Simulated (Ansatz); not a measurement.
Reaction (ligand exchange at the Al–O bond): `[CH3][AlH][O][SiH2][SiH3]` + H₂Te → `[CH3][AlH][TeH]` + `O[SiH2][SiH3]`

Gas-phase electronic energies from Ansatz, PBE0-D4/def2-TZVP geometries. CBS: MP2 limit from def2 TZ/QZ plus the TZ coupled-cluster correction, frozen cores. Functionals use def2-TZVPP. def2 core potentials past Kr. For Te outer-core shells are correlated without core-valence functions, which leaves a few kJ/mol of doubt a bond. One conformer a species, not always the lowest.

Task: Is it downhill or uphill in electronic energy at CCSD(T)/CBS, and by how much? (An estimate is asked.)

Result: Ansatz gave: Uphill: ΔE = +9.4 kcal/mol.

Task: What do these levels give: r2SCAN-D4, PBE0-D4, ωB97X-V, PBE, r2SCAN, PBE0, SCS-MP2/def2-TZVPP, CCSD/def2-TZVPP, CCSD(T)/def2-TZVPP, SCS-MP2/def2-QZVPP, HF/CBS(def2), CCSD/CBS(def2)? (An estimate is asked.)

Result: Computed: r2SCAN-D4 9.7, PBE0-D4 7.6, ωB97X-V 10.8, PBE 6.5, r2SCAN 9.3, PBE0 6.8, SCS-MP2/def2-TZVPP 10.9, CCSD/def2-TZVPP 11.2, CCSD(T)/def2-TZVPP 10.7, SCS-MP2/def2-QZVPP 10.3, HF/CBS(def2) 12.3, CCSD/CBS(def2) 9.9 kcal/mol.

Largest T1 diagnostic among the species: 0.012.

The D4 term adds +1.2 kcal/mol with B3LYP and +0.8 kcal/mol with PBE0; it sums over pairs of atoms, weighted by their polarisabilities, and B3LYP, whose exchange is more repulsive, gets the larger term. In def2-TZVPP, CCSD(T) changes the Hartree–Fock value by −0.9 kcal/mol (the triples alone add −0.5 kcal/mol) and MP2 by −2.3 kcal/mol.

B3LYP here is the variant with VWN-RPA as its local correlation; programs differ in this.
